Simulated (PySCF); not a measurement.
Job for PySCF: R-B3LYP/LANL2DZ on H2Se (SMILES [SeH2]).

```python
from pyscf import gto, scf, dft, mp
from pyscf.data.elements import chemcore

mol = gto.M(
    atom='''
    Se   -0.09864504   -0.71972052    3.79421384
    H    -0.30141770    0.29103792    4.84337638
    H     1.26047030   -0.22547291    3.53184770
    ''',
    basis='lanl2dz',
    ecp={'Se': 'lanl2dz'},
    charge=0, spin=0, verbose=3, max_memory=1800)
mf = dft.RKS(mol, xc='b3lyp')
mf.conv_tol = 1e-8
mf.max_cycle = 100
mf.kernel()
if not mf.converged:
    mf = mf.newton().run(mf.mo_coeff, mf.mo_occ)
```

Problem. What total energy does the run end on?

Solution. -10.4073 hartree.
